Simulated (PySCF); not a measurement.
**How methods differ on the excitation energy of Sr**

Sr [Kr] 5s2 (1S) → Sr [Kr] 4d1 5s1 (3D), as a difference of total energies. Computed with PySCF 2.14 in x2c-TZVPPall with one added diffuse shell each of s, p, d, f type (9s7p7d3f1g, 95 functions), with the spin-free X2C one-electron Hamiltonian (Gaussian nucleus). Correlated levels: valence: [Kr] frozen. The calculations carry no spin-orbit coupling.

| method | excitation energy (eV) | error (eV) |
| --- | --- | --- |
| UHF | 1.873 | -0.390 |
| MP2 (valence) | 2.268 | +0.005 |
| SCS-MP2 (valence) | 2.440 | +0.177 |
| CCSD (valence) | 2.391 | +0.128 |

Reference: 2.263 eV (measured; NIST levels, between the centres of gravity of the two terms).

Errors of the correlated levels include the incompleteness of this basis and the frozen core.

With two correlated electrons CCSD is exact in that space.
